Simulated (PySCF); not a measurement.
# First hyperpolarisability: SMILES N[Si@@H]1[SiH2][SiH2][SiH2][Se]1, H$_{9}$NSeSi$_{4}$

Cartesian coordinates in Å; atom numbers follow the order of the lines, from 1:
```xyz
15

N     2.394    0.279   -0.803
Si    1.391    0.918    0.444
Si    0.326   -0.899    1.446
Si   -1.705   -1.147    0.318
Si   -1.880    0.638   -1.181
Se   -0.209    2.161   -0.729
H     3.208   -0.259   -0.555
H     2.590    0.857   -1.606
H     1.998    1.985    1.250
H     1.203   -2.077    1.395
H     0.162   -0.643    2.883
H    -2.870   -1.150    1.214
H    -1.820   -2.410   -0.423
H    -1.705    0.295   -2.593
H    -3.085    1.459   -1.082
```

Method used: quadratic response B3LYP/def2-SVPD first hyperpolarisability, Taylor convention, gas phase (PySCF 2.14.0). Geometry: GFN2-xTB.

The calculation is non-relativistic, which matters for the atoms heavier than Zn.

What is the first hyperpolarisability, and how does it disperse?

In au, Taylor convention; the vector part is βᵢ = ⅓ Σⱼ (βᵢⱼⱼ + βⱼᵢⱼ + βⱼⱼᵢ); β∥ is 3/5 of the vector part along the dipole, the dipole points from − to +:
```
                   process  λ (nm)  β vector norm     β∥  β HRS  depolarisation ratio
           static β(0;0,0)       ∞          134.9   -8.2   70.1                  2.97
second harmonic β(−2ω;ω,ω)    1907          141.2  -11.8   74.2                  2.92
         Pockels β(−ω;ω,0)    1907          136.9   -9.3      –                     –
second harmonic β(−2ω;ω,ω)    1340          148.8  -16.3   79.0                  2.86
         Pockels β(−ω;ω,0)    1340          139.1  -10.5      –                     –
```

Which lowest excitations, dipole and polarisabilities go with it?

S1 4.61 eV (f = 0.009); S2 4.67 eV (f = 0.010); S3 4.75 eV (f = 0.005); dipole 2.01 D; isotropic α 151.2 au static, 151.9 au at 1907 nm, 152.5 au at 1340 nm, 153.8 au at 953.5 nm, 156.7 au at 670 nm.
